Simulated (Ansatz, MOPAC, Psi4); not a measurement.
Two rigid molecules brought together: Cl2Ge ··· HF (SMILES [Cl][Ge][Cl] and F), singlet. Monomers: optimised at B3LYP-D3(BJ) (def2-TZVP), held rigid. Orientation: lowest of the rigid-body minima from ten starts at GFN2-xTB. The monomers approach along the line of their centres of mass (distance R); nothing else relaxes.

Levels of theory: SCS-MP2/aug-cc-pVTZ = DF-SCS-MP2/aug-cc-pVTZ, frozen core, counterpoise-corrected run with Psi4 1.11; PM6, restricted, heats of formation (MOPAC); B3LYP-D3(BJ)/def2-TZVP, counterpoise-corrected (Psi4); CCSD(T)/aug-cc-pVDZ = CCSD(T) on RHF/aug-cc-pVDZ, cores with 3d frozen, counterpoise-corrected (Ansatz, an electronic-structure program).

Interaction energies in kcal/mol:

```
R / Å  SCS-MP2/aug-cc-pVTZ    PM6  B3LYP-D3(BJ)/def2-TZVP
-----  -------------------  -----  ----------------------
2.31                  1.45   0.69                   -0.85
2.51                 -1.98  -1.33                   -4.14
2.71                 -3.44  -2.17                   -5.28
2.93                 -3.84  -2.39                   -5.34
3.12                 -3.68  -2.25                   -4.92
3.41                 -3.08  -1.82                   -3.97
3.68                 -2.45  -1.42                   -3.08
4.21                 -1.48  -0.88                   -1.74
4.87                 -0.80  -0.52                   -0.89
5.91                 -0.35  -0.26                   -0.39
7.23                 -0.16  -0.13                   -0.17
```

Predict the corresponding CCSD(T)/aug-cc-pVDZ column.

2.31: 3.30; 2.51: -0.74; 2.71: -2.70; 2.93: -3.45; 3.12: -3.46; 3.41: -3.01; 3.68: -2.45; 4.21: -1.50; 4.87: -0.81; 5.91: -0.35; 7.23: -0.16 (kcal/mol).
